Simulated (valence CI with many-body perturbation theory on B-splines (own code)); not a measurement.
# Which ion has this spectrum?

A relativistic CI+MBPT calculation for an atom or ion with 23 electrons gives these levels (eV):

```csv
J,Parity,E,g
5/2,even,0.000,1.32
5/2,even,39.330,1.33
7/2,even,50.307,1.16
11/2,even,51.661,1.11
3/2,even,51.786,1.17
9/2,even,56.388,1.13
5/2,even,59.431,1.14
1/2,even,62.030,1.82
7/2,even,63.867,1.08
3/2,even,77.944,0.79
5/2,even,88.916,1.28
7/2,even,96.476,1.21
11/2,even,97.085,1.08
9/2,even,98.935,1.14
```

The energies are calculated, and their last digits are not significant.

**Question.** Which is it?
A. Yb47+
B. Tm46+
C. Ho44+
D. Dy43+

**Answer.** B. Tm46+, ground level (3d3/2^4 3d5/2) J=5/2.
